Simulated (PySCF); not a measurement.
## Checking a proposed structure

A compound C7H12OSi gives the data below (simulated from a calculation) and was assigned the structure `C/C=C(\[SiH3])C1CC(=O)C1`.

¹³C{¹H} NMR (computed): δ 196.0 (CH), 159.8 (C), 150.5 (C), 53.2 (CH2), 28.9 (CH2), 18.7 (CH2), 18.6 (CH3).

¹H NMR (500 MHz, computed): δ 9.59 (t, 1H), 4.85 (m, 2H), 3.41 (d, 2H), 2.30 (q, 2H), 1.75 (m, 2H), 1.16 (t, 3H).

Calculated, not measured (PySCF): GFN2-xTB structure, NMR shieldings at PBE0/pcSseg-1/GIAO. Fast rotation and ring inversion assumed for equivalent nuclei, no solvent, no relativistic terms, one conformer.

Shifts are taken against calculated references (same method and geometry level): ¹H (31.72 ppm), ¹³C (186.93 ppm) vs TMS.

Task: Compare with the shifts computed for the proposed structure, pairing carbons in order of shift.

Result: Atom-mapped SMILES (the numbers label the heavy atoms): `[CH3:1]/[CH:2]=[C:3](\[SiH3:4])[CH:5]1[CH2:6][C:7](=[O:8])[CH2:9]1` (H(Xn): hydrogen on atom n).

| atom | computed for proposal | given list | difference |
| --- | --- | --- | --- |
| C7 | 210.0 | 196.0 | +14.0 |
| C2 | 147.5 | 159.8 | -12.3 |
| C3 | 141.5 | 150.5 | -9.0 |
| C6 | 53.8 | 53.2 | +0.6 |
| C9 | 53.8 | 28.9 | +24.9 |
| C5 | 32.4 | 18.7 | +13.7 |
| C1 | 22.8 | 18.6 | +4.2 |

The rms difference is 13.4 ppm and the largest +24.9 ppm at C9 (sp3 CH2 α to a carbonyl). The proposal also would give 6 carbon signals, not 7. The carbon types in order of shift don't match either: C, CH, C, CH2, CH2, CH, CH3 for the proposal against CH, C, C, CH2, CH2, CH2, CH3 in the data. The proposal doesn't fit.

Task: Which isomer fits?

Result: SMILES CCC1=C(CC=O)C[SiH2]1.

1. Carbon types of the structure: 2 × C, 1 × CH, 3 × CH2, 1 × CH3, leaving 2 H on heteroatoms.
2. δC 196.0: aldehyde carbonyl carbon; low-lying n→π* states of the double bond to the heteroatom give a large paramagnetic term (-260 ppm).
3. δC 159.8, 150.5: fully substituted alkene carbon; as expected for a trigonal carbon in a double bond.
4. δH 9.59: hydrogen on an aldehyde carbonyl carbon; the C=O anisotropy and electron withdrawal place aldehyde protons far downfield.
5. δH 1.75: hydrogen on an allylic sp3 CH2 bonded to Si; allylic position.

Other isomers checked: C=CCC(=C=O)[SiH2]CC (rms 16.5 ppm); C=C[C@@H](C)C1=C[SiH2]CO1 (rms 23.8 ppm).

This is the structure that produced the data.

Shifts are as computed. Against solution values, carbons near 30 ppm lie about +3 ppm off and those near 130 ppm about +5 ppm. Of 1309 compounds with measured shifts, 239 miss one by over three times the rms of a fit or turn the order of signals round; such compounds aren't used in these exercises. Multiplicities follow the n + 1 count of equivalent neighbours, as no J values were calculated; m marks all less simple cases, F and P coupling included.
